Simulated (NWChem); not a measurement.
Species: hexafluoroethane (C2F6); SMILES FC(C(F)(F)F)(F)F

```xyz
8

F     -0.4863     1.1468    -1.2185
C      0.0000     0.0000    -0.7710
F      1.2363    -0.1522    -1.2185
F     -0.7500    -0.9946    -1.2185
C      0.0000     0.0000     0.7710
F      0.7557     0.9902     1.2185
F     -1.2354     0.1593     1.2185
F      0.4797    -1.1495     1.2185
```
Atoms are numbered in this order, from 1.

Program: NWChem. Pople sets run with spherical d functions. Geometry: optimised at PBE0/def2-SVP. Level B3LYP/6-31G*: energy and gradient on several grids; changes count from the extra-fine grid, which is no exact limit either.

Which is the coarsest grid (xfine; xcoarse; medium; coarse; fine) from which on the energy stays within 50 μHa and each gradient component within 100 μHa/bohr of xfine?

medium.
```
grid     size of the energy change (μHa)  largest change of a gradient component (μHa/bohr)  time, medium = 1 (rough)
-------  -------------------------------  -------------------------------------------------  ------------------------
xcoarse                            10000                                               2000                   about 1
coarse                              < 10                                                200                   about 1
medium                              < 10                                               < 30                   about 1
fine                                < 10                                               < 30                   about 1
xfine                               < 10                                               < 30                         2
```
